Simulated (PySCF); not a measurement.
# Radial density of Sn⁴⁴⁺ (tin, charge +44)

M06, [He] 2s2 2p2, high-spin 3P determinant. Calculation: PySCF 2.14, in an uncontracted even-tempered set (19 s from 20 bohr⁻², ratio 2.2; 12 p from 26 bohr⁻², ratio 2.2; 5 d from 99 bohr⁻², ratio 2.4; 5 f from 150 bohr⁻², ratio 2.4; 4 g from 220 bohr⁻², ratio 2.4); the spin-free X2C one-electron Hamiltonian (Gaussian nucleus).

```
r (bohr)  4πr²ρ (e/bohr)  4πr²(ρα − ρβ)
  0.0256           54.98         3.1758
  0.0430           33.09         9.9994
  0.0724           33.64        18.2440
   0.122           30.15        13.0867
   0.205           5.200         1.9626
   0.344         0.05680         0.0212
```

Densities and radii are taken from the X2C orbitals without a picture-change correction, which distorts them close to the nucleus.

Spin-orbit coupling is strong in this species (close to jj coupling), so the high-spin LS determinant is a model state, not a physical level.
